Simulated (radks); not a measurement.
The numbers below are computed, except where a source is named.
Spherical quantum dot in the effective-mass picture: electrons in a hard-walled sphere of radius 5.21, all in effective atomic units (hartree* = m*/eps^2 hartree, bohr* = eps/m* bohr), one dielectric constant everywhere. Level of theory: non-relativistic Kohn-Sham, exchange-only LDA, spin-polarised, spherical densities (a radial shooting solver with Libxc functionals). Levels are named by radial order and angular momentum (1s, 1p, 1d, 2s, ...), and open shells are averaged over m. Results are scaled to m* = 0.043 and eps = 10.3, for which hartree* = 11.03 meV and bohr* = 12.68 nm.

N = 6, configuration 1s2 1p(up 3, down 1). This is the lowest configuration that the search found. Occupied and some empty levels:

| level | occupation | eigenvalue (meV) | <r> (nm) |
|---|---|---|---|
| 1s up | 1 | 17.991 | 40.08 |
| 1s down | 1 | 18.586 | 39.87 |
| 1p up | 3 | 19.362 | 43.11 |
| 1p down | 1 | 19.976 | 43.10 |
| 1d up | 0 | 21.507 | 45.34 |
| 1d down | 0 | 22.123 | 45.40 |
| 1f up | 0 | 24.308 | 47.09 |
| 2s up | 0 | 24.607 | 30.79 |
| 1f down | 0 | 24.918 | 47.16 |
| 2s down | 0 | 25.012 | 30.70 |

Energy (meV): total 64.6145, kinetic 22.829, external 0, Hartree 54.144, exchange-correlation -12.358.

Electron density:

| r (nm) | n(r) (e/nm^3) |
|---|---|
| 5.03 | 2.973e-06 |
| 9.97 | 3.599e-06 |
| 14.9 | 4.621e-06 |
| 19.9 | 5.987e-06 |
| 24.8 | 7.560e-06 |
| 29.7 | 9.083e-06 |
| 34.7 | 0.00001016 |
| 39.6 | 0.00001032 |
| 44.6 | 9.209e-06 |
| 49.5 | 6.856e-06 |
| 54.4 | 3.888e-06 |
| 59.4 | 1.341e-06 |
| 64.3 | 8.463e-08 |
